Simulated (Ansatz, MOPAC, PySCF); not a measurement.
Complex: H2 (SMILES [H][H]) (first 2 atoms) with CH3NO (SMILES NC=O); geometry from B3LYP-D3(BJ)/def2-TZVP, rigid monomers moved along the line of their centres of mass till H1···O5 is 4.63 Å.
(charge 0, multiplicity 1):
```tsv
atom	x (Å)	y (Å)	z (Å)
H	-0.3146	-0.2150	0.4739
H	0.0056	-0.0064	-0.1675
N	1.0843	0.8027	5.3853
C	0.0097	0.0898	5.8016
O	-0.7817	-0.4629	5.0713
H	1.2644	0.8990	4.3990
H	1.7053	1.2396	6.0429
H	-0.0765	0.0609	6.9031
```

Interaction energies are E(AB) − E(A) − E(B) at the monomers' geometry in the complex; basis-set methods are counterpoise corrected. Rows marked so take none.

Frozen-core correlation. CBS(a, b) extrapolates the correlation energy as X⁻³ and adds the Hartree–Fock energy of set b. Rows in 6-31G* carry no dispersion term and start afresh at each structure (6-31G* with six Cartesian d functions). MP2/6-31G* freezes PySCF's default core. The state that AM1, PM3, PM6, PM7 reach isn't checked; PM7 holds dispersion and hydrogen-bond terms.

Programs: Ansatz (a quantum-chemistry and plane-wave program) with Gaussian orbitals; MOPAC for AM1, PM3, PM6, PM7 (differences of heats of formation); PySCF for 6-31G* rows, the dispersion terms. Values without a source in brackets are computed.

Other levels give for the interaction energy: PBE/def2-TZVPPD -0.13; B3LYP/def2-TZVPPD -0.08; B3LYP-D3(BJ)/def2-TZVPPD -0.13; wB97M-V/def2-TZVPPD -0.16; MP2/CBS(aug-cc-pVDZ, aug-cc-pVTZ) + ΔCCSD(T)/aug-cc-pVDZ -0.15 kcal/mol.

**Question.** What do these common cheap choices give for the same quantity: AM1, PM3, PM6, PM7, HF/6-31G*, HF/6-31G* (no counterpoise), BP86/6-31G* (no counterpoise), MP2/6-31G* (no counterpoise)?

**Answer.** AM1 0.00; PM3 -0.01; PM6 0.00; PM7 -0.08; HF/6-31G* -0.08; HF/6-31G* (no counterpoise) -0.08; BP86/6-31G* (no counterpoise) -0.06; MP2/6-31G* (no counterpoise) -0.09 kcal/mol. They span -0.09 to 0.00 kcal/mol.
